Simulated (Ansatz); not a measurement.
IPb (SMILES [I][Pb+]), charge +1, singlet, geometry from GFN2-xTB (such geometries of metal compounds can be far from the true shape) (core potentials on I, Pb); REVPBE/def2-TZVP (Ansatz, a quantum-chemistry and plane-wave program).

Here is a job for Ansatz.
Ansatz 0.2 input:
```yaml
crystal:
  periodic: [false, false, false]
  atoms:
    - {symbol: Pb, position_ang: [-0.00000000, -0.00000000, -1.03909116]}
    - {symbol: I, position_ang: [0.00000000, 0.00000000, 1.60765047]}
basis:
  gaussian:
    orbitals: def2-TZVP
hamiltonian:
  xc: revpbe
total_charge: 1
```

The log (banner, timings and long lists left out):

```
Functional definition: revPBE
749 factors; their error is unknown
mean field evaluation 1: about -13342.6805 eV, gradient 3.8e1 eV
mean field evaluation 2: about -13255.9354 eV, gradient 1.3e2 eV
mean field evaluation 4: about -13346.8668 eV, gradient 1.5e1 eV
mean field evaluation 8: about -13347.4867 eV, gradient 1.9e-1 eV
mean field evaluation 16: about -13347.4800 eV, gradient 3.3e-5 eV
mean field -13347.48000495 eV, -490.5108429349 hartree, gradient 1.5e-5 eV, S^2 0.000000; 0 other end points of the search recorded, 0 dependent functions left out
reference -13347.48004679 eV, -490.5108444726 hartree; 23, 23 occupied and 77, 77 virtual orbitals, 749 factors
Total energy: -13347.48004679 eV, -490.5108444726 hartree
```
